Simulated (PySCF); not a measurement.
SMILES B1NBN[B]N1 (H5B3N3), doublet (B3LYP/def2-SVP optimised geometry):

```
11

B     -0.827    -1.329     0.000
N      0.594    -1.329     0.000
B      1.339    -0.102     0.000
N      0.592     1.117     0.000
B     -0.837     1.161     0.000
N     -1.533    -0.094     0.000
H      1.098    -2.208     0.000
H      2.546    -0.103     0.000
H      1.101     1.994     0.000
H     -1.437     2.208     0.000
H     -2.546    -0.094     0.000
```

Method: unrestricted B3LYP/def2-TZVP run with PySCF.

Problem. What are the frontier orbital energies (α orbitals alone; a β orbital can be the lowest empty one) and the dipole moment?

Solution. HOMO-2 -8.03 eV, HOMO-1 -8.02 eV, HOMO -5.33 eV, LUMO -0.03 eV, LUMO+1 -0.01 eV; dipole moment 0.61 D.

Meta-Löwdin charges at B3LYP/def2-TZVP: B1 0.08, N2 -0.35, B3 0.12, N4 -0.35, B5 0.12, N6 -0.35, H7 0.25, H8 -0.01, H9 0.25, H10 -0.01, H11 0.25.
